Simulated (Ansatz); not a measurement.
Ansatz (a program for electronic structure) input (HF/3-21G): The .json file is the Basis Set Exchange's 3-21G.

Ansatz 0.2 input:
```yaml
crystal:
  periodic: [false, false, false]
  atoms:
    - {symbol: C, position_ang: [-1.78582832, -0.09346866, 0.05619601]}
    - {symbol: C, position_ang: [-0.73897388, -1.23245537, 0.05809695]}
    - {symbol: C, position_ang: [0.56499486, -0.83838410, 0.00755411]}
    - {symbol: C, position_ang: [1.06492858, 0.50206720, -0.04653805]}
    - {symbol: N, position_ang: [1.46848742, 1.57782173, -0.09001897]}
    - {symbol: H, position_ang: [-1.40557164, 0.93046819, 0.01492517]}
    - {symbol: H, position_ang: [-2.45526451, -0.23839900, -0.79184802]}
    - {symbol: H, position_ang: [-2.40312112, -0.18756679, 0.94974143]}
    - {symbol: H, position_ang: [1.35381785, -1.57580887, 0.00546006]}
basis:
  gaussian:
    orbitals: 3-21G.json
hamiltonian:
  xc: {name: HF}
total_charge: -1
phonons: {temperatures: {t_min: 298.15, t_max: 298.15, t_step: 100}}
```

Output:

```
Functional definition: HF
integrals: 0.01 GiB planned
791 factors; integrals over basis functions are off by at most 5.9e-4 eV
mean field: 0.12 GiB planned
mean field evaluation 1: about -5629.3677 eV, gradient 3.1e1 eV
mean field evaluation 2: about -5629.5978 eV, gradient 3.1e1 eV
mean field evaluation 4: about -5632.4450 eV, gradient 4.1e0 eV
mean field evaluation 8: about -5632.5307 eV, gradient 1.7e-1 eV
mean field -5632.53110797 eV, -206.9917003514 hartree, gradient 5.9e-5 eV, S^2 0.000000; 0 other end points of the search recorded, 0 dependent functions left out
the calculation of the forces begins
reference -5632.53110797 eV, -206.9917003514 hartree; 18, 18 occupied and 35, 35 virtual orbitals, 791 factors
these checks for a lower state are left out or cut short: stability, starts, cluster_reference, orbital_swaps, neighbouring_geometries, increment
integrals: 0.01 GiB planned
791 factors; integrals over basis functions are off by at most 5.9e-4 eV
mean field: 0.12 GiB planned
mean field evaluation 16: about -5632.5290 eV, gradient 8.2e-1 eV
mean field -5632.53094596 eV, -206.9916943974 hartree, gradient 2.6e-6 eV, S^2 0.000000; 0 other end points of the search recorded, 0 dependent functions left out
the calculation of the forces begins
reference -5632.53094596 eV, -206.9916943974 hartree; 18, 18 occupied and 35, 35 virtual orbitals, 791 factors
these checks for a lower state are left out or cut short: stability, starts, cluster_reference, orbital_swaps, neighbouring_geometries, increment
integrals: 0.01 GiB planned
791 factors; integrals over basis functions are off by at most 5.9e-4 eV
mean field: 0.12 GiB planned
mean field evaluation 32: about -5632.5309 eV, gradient 2.6e-6 eV
mean field -5632.53094582 eV, -206.9916943923 hartree, gradient 2.6e-6 eV, S^2 0.000000; 0 other end points of the search recorded, 0 dependent functions left out
the calculation of the forces begins
reference -5632.53094582 eV, -206.9916943923 hartree; 18, 18 occupied and 35, 35 virtual orbitals, 791 factors
these checks for a lower state are left out or cut short: stability, starts, cluster_reference, orbital_swaps, neighbouring_geometries, increment
integrals: 0.01 GiB planned
791 factors; integrals over basis functions are off by at most 5.9e-4 eV
mean field: 0.12 GiB planned
mean field -5632.53094502 eV, -206.9916943627 hartree, gradient 2.6e-6 eV, S^2 0.000000; 0 other end points of the search recorded, 0 dependent functions left out
the calculation of the forces begins
reference -5632.53094502 eV, -206.9916943627 hartree; 18, 18 occupied and 35, 35 virtual orbitals, 791 factors
these checks for a lower state are left out or cut short: stability, starts, cluster_reference, orbital_swaps, neighbouring_geometries, increment
integrals: 0.01 GiB planned
791 factors; integrals over basis functions are off by at most 5.9e-4 eV
mean field: 0.12 GiB planned
mean field -5632.53094481 eV, -206.9916943551 hartree, gradient 2.6e-6 eV, S^2 0.000000; 0 other end points of the search recorded, 0 dependent functions left out
the calculation of the forces begins
reference -5632.53094481 eV, -206.9916943551 hartree; 18, 18 occupied and 35, 35 virtual orbitals, 791 factors
these checks for a lower state are left out or cut short: stability, starts, cluster_reference, orbital_swaps, neighbouring_geometries, increment
integrals: 0.01 GiB planned
791 factors; integrals over basis functions are off by at most 5.9e-4 eV
mean field: 0.12 GiB planned
mean field -5632.53092249 eV, -206.9916935351 hartree, gradient 2.6e-6 eV, S^2 0.000000; 0 other end points of the search recorded, 0 dependent functions left out
the calculation of the forces begins
reference -5632.53092249 eV, -206.9916935351 hartree; 18, 18 occupied and 35, 35 virtual orbitals, 791 factors
these checks for a lower state are left out or cut short: stability, starts, cluster_reference, orbital_swaps, neighbouring_geometries, increment
integrals: 0.01 GiB planned
791 factors; integrals over basis functions are off by at most 5.9e-4 eV
mean field: 0.12 GiB planned
mean field evaluation 64: about -5632.5289 eV, gradient 8.2e-1 eV
mean field -5632.53092625 eV, -206.9916936732 hartree, gradient 2.6e-6 eV, S^2 0.000000; 0 other end points of the search recorded, 0 dependent functions left out
the calculation of the forces begins
reference -5632.53092625 eV, -206.9916936732 hartree; 18, 18 occupied and 35, 35 virtual orbitals, 791 factors
these checks for a lower state are left out or cut short: stability, starts, cluster_reference, orbital_swaps, neighbouring_geometries, increment
integrals: 0.01 GiB planned
791 factors; integrals over basis functions are off by at most 5.9e-4 eV
mean field: 0.12 GiB planned
[...]
these checks for a lower state are left out or cut short: stability, starts, cluster_reference, orbital_swaps, neighbouring_geometries, increment
integrals: 0.01 GiB planned
791 factors; integrals over basis functions are off by at most 5.9e-4 eV
mean field: 0.12 GiB planned
mean field evaluation 224: about -5632.2446 eV, gradient 8.4e-1 eV
mean field -5632.53105283 eV, -206.9916983249 hartree, gradient 2.6e-6 eV, S^2 0.000000; 0 other end points of the search recorded, 0 dependent functions left out
the calculation of the forces begins
reference -5632.53105283 eV, -206.9916983249 hartree; 18, 18 occupied and 35, 35 virtual orbitals, 791 factors
these checks for a lower state are left out or cut short: stability, starts, cluster_reference, orbital_swaps, neighbouring_geometries, increment
integrals: 0.01 GiB planned
791 factors; integrals over basis functions are off by at most 5.9e-4 eV
mean field: 0.12 GiB planned
mean field -5632.53105287 eV, -206.9916983262 hartree, gradient 2.6e-6 eV, S^2 0.000000; 0 other end points of the search recorded, 0 dependent functions left out
the calculation of the forces begins
reference -5632.53105287 eV, -206.9916983262 hartree; 18, 18 occupied and 35, 35 virtual orbitals, 791 factors
these checks for a lower state are left out or cut short: stability, starts, cluster_reference, orbital_swaps, neighbouring_geometries, increment
integrals: 0.01 GiB planned
791 factors; integrals over basis functions are off by at most 5.9e-4 eV
mean field: 0.12 GiB planned
mean field -5632.53105833 eV, -206.9916985270 hartree, gradient 2.6e-6 eV, S^2 0.000000; 0 other end points of the search recorded, 0 dependent functions left out
the calculation of the forces begins
reference -5632.53105833 eV, -206.9916985270 hartree; 18, 18 occupied and 35, 35 virtual orbitals, 791 factors
these checks for a lower state are left out or cut short: stability, starts, cluster_reference, orbital_swaps, neighbouring_geometries, increment
integrals: 0.01 GiB planned
791 factors; integrals over basis functions are off by at most 5.9e-4 eV
mean field: 0.12 GiB planned
mean field evaluation 256: about -5632.5311 eV, gradient 1.6e-6 eV
mean field -5632.53105765 eV, -206.9916985018 hartree, gradient 2.6e-6 eV, S^2 0.000000; 0 other end points of the search recorded, 0 dependent functions left out
the calculation of the forces begins
reference -5632.53105765 eV, -206.9916985018 hartree; 18, 18 occupied and 35, 35 virtual orbitals, 791 factors
these checks for a lower state are left out or cut short: stability, starts, cluster_reference, orbital_swaps, neighbouring_geometries, increment
integrals: 0.01 GiB planned
791 factors; integrals over basis functions are off by at most 5.9e-4 eV
mean field: 0.12 GiB planned
mean field -5632.53108831 eV, -206.9916996288 hartree, gradient 2.6e-6 eV, S^2 0.000000; 0 other end points of the search recorded, 0 dependent functions left out
the calculation of the forces begins
reference -5632.53108831 eV, -206.9916996288 hartree; 18, 18 occupied and 35, 35 virtual orbitals, 791 factors
these checks for a lower state are left out or cut short: stability, starts, cluster_reference, orbital_swaps, neighbouring_geometries, increment
integrals: 0.01 GiB planned
791 factors; integrals over basis functions are off by at most 5.9e-4 eV
mean field: 0.12 GiB planned
mean field -5632.53108774 eV, -206.9916996077 hartree, gradient 2.6e-6 eV, S^2 0.000000; 0 other end points of the search recorded, 0 dependent functions left out
the calculation of the forces begins
reference -5632.53108774 eV, -206.9916996077 hartree; 18, 18 occupied and 35, 35 virtual orbitals, 791 factors
these checks for a lower state are left out or cut short: stability, starts, cluster_reference, orbital_swaps, neighbouring_geometries, increment
integrals: 0.01 GiB planned
791 factors; integrals over basis functions are off by at most 5.9e-4 eV
mean field: 0.12 GiB planned
mean field -5632.53103544 eV, -206.9916976859 hartree, gradient 2.6e-6 eV, S^2 0.000000; 0 other end points of the search recorded, 0 dependent functions left out
the calculation of the forces begins
reference -5632.53103544 eV, -206.9916976859 hartree; 18, 18 occupied and 35, 35 virtual orbitals, 791 factors
these checks for a lower state are left out or cut short: stability, starts, cluster_reference, orbital_swaps, neighbouring_geometries, increment
integrals: 0.01 GiB planned
791 factors; integrals over basis functions are off by at most 5.9e-4 eV
mean field: 0.12 GiB planned
mean field evaluation 288: about -5632.2466 eV, gradient 1.4e-3 eV
mean field -5632.53103562 eV, -206.9916976922 hartree, gradient 2.6e-6 eV, S^2 0.000000; 0 other end points of the search recorded, 0 dependent functions left out
the calculation of the forces begins
reference -5632.53103562 eV, -206.9916976922 hartree; 18, 18 occupied and 35, 35 virtual orbitals, 791 factors
these checks for a lower state are left out or cut short: stability, starts, cluster_reference, orbital_swaps, neighbouring_geometries, increment
integrals: 0.01 GiB planned
791 factors; integrals over basis functions are off by at most 5.9e-4 eV
mean field: 0.12 GiB planned
mean field -5632.53103916 eV, -206.9916978223 hartree, gradient 2.6e-6 eV, S^2 0.000000; 0 other end points of the search recorded, 0 dependent functions left out
the calculation of the forces begins
reference -5632.53103916 eV, -206.9916978223 hartree; 18, 18 occupied and 35, 35 virtual orbitals, 791 factors
these checks for a lower state are left out or cut short: stability, starts, cluster_reference, orbital_swaps, neighbouring_geometries, increment
integrals: 0.01 GiB planned
791 factors; integrals over basis functions are off by at most 6.0e-4 eV
mean field: 0.12 GiB planned
mean field -5632.53103851 eV, -206.9916977986 hartree, gradient 2.6e-6 eV, S^2 0.000000; 0 other end points of the search recorded, 0 dependent functions left out
the calculation of the forces begins
reference -5632.53103851 eV, -206.9916977986 hartree; 18, 18 occupied and 35, 35 virtual orbitals, 791 factors
these checks for a lower state are left out or cut short: stability, starts, cluster_reference, orbital_swaps, neighbouring_geometries, increment
integrals: 0.01 GiB planned
791 factors; integrals over basis functions are off by at most 5.9e-4 eV
mean field: 0.12 GiB planned
mean field evaluation 320: about -5632.5311 eV, gradient 7.0e-3 eV
mean field -5632.53107079 eV, -206.9916989848 hartree, gradient 2.6e-6 eV, S^2 0.000000; 0 other end points of the search recorded, 0 dependent functions left out
the calculation of the forces begins
reference -5632.53107079 eV, -206.9916989848 hartree; 18, 18 occupied and 35, 35 virtual orbitals, 791 factors
these checks for a lower state are left out or cut short: stability, starts, cluster_reference, orbital_swaps, neighbouring_geometries, increment
integrals: 0.01 GiB planned
791 factors; integrals over basis functions are off by at most 6.0e-4 eV
mean field: 0.12 GiB planned
mean field -5632.53107085 eV, -206.9916989869 hartree, gradient 2.6e-6 eV, S^2 0.000000; 0 other end points of the search recorded, 0 dependent functions left out
the calculation of the forces begins
reference -5632.53107085 eV, -206.9916989869 hartree; 18, 18 occupied and 35, 35 virtual orbitals, 791 factors
Total energy: -5632.53110797 eV, -206.9917003514 hartree
Atom 0 at    -1.785828    -0.093469     0.056196 Å, force     0.000022    -0.000053     0.000001 eV/Å
Atom 1 at    -0.738974    -1.232455     0.058097 Å, force    -0.000503    -0.000265     0.000023 eV/Å
Atom 2 at     0.564995    -0.838384     0.007554 Å, force     0.000355    -0.000087    -0.000008 eV/Å
Atom 3 at     1.064929     0.502067    -0.046538 Å, force    -0.000243    -0.000051     0.000009 eV/Å
Atom 4 at     1.468487     1.577822    -0.090019 Å, force     0.000214     0.000282    -0.000015 eV/Å
Atom 5 at    -1.405572     0.930468     0.014925 Å, force    -0.000227    -0.000047     0.000008 eV/Å
Atom 6 at    -2.455265    -0.238399    -0.791848 Å, force     0.000163     0.000106     0.000048 eV/Å
Atom 7 at    -2.403121    -0.187567     0.949741 Å, force     0.000159     0.000103    -0.000064 eV/Å
Atom 8 at     1.353818    -1.575809     0.005460 Å, force     0.000059     0.000013    -0.000002 eV/Å
Dipole moment:    -0.155290     0.197158    -0.001105 e Å
Vibrations: 152.68 197.81 313.56 462.83 682.47 741.67 861.73 874.32 997.15 1114.38 1181.46 1449.94 1526.76 1566.32 1663.01 1669.98 2470.81 3102.75 3158.17 3168.76 3241.09 cm⁻¹, zero-point energy 1.896811 eV
```

The blocks after the first are displaced geometries, from whose forces the wavenumbers follow.

The dipole moment of an ion depends on the origin.
